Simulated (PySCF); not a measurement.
Stepwise substitution at one centre (Al H-CH3). Isolated molecules, 0 K electronic values unless said otherwise. Strings in code marks are SMILES.

Level of theory: M06-2X/def2-TZVP run with PySCF. Excitations are Tamm–Dancoff values on a coarser integration grid. The basis has no diffuse functions, so Rydberg states are missing or too high.

| species | T1 excitation (TDA) (eV) | S1–T1 gap (TDA) (eV) |
|---|---|---|
| 0 of 3 H replaced by CH3 | – | – |
| 1 of 3 H replaced by CH3 (`[CH3][AlH2]`) | 4.88 | [?] |
| 2 of 3 H replaced by CH3 (`[CH3][AlH][CH3]`) | 5.06 | 0.30 |
| 3 of 3 H replaced by CH3 (`[CH3][Al]([CH3])[CH3]`) | 5.28 | 0.30 |

Question: Complete the blanks.

Answer: 
- 1 of 3 H replaced by CH3 (`[CH3][AlH2]`), S1–T1 gap (TDA) (eV): 0.34
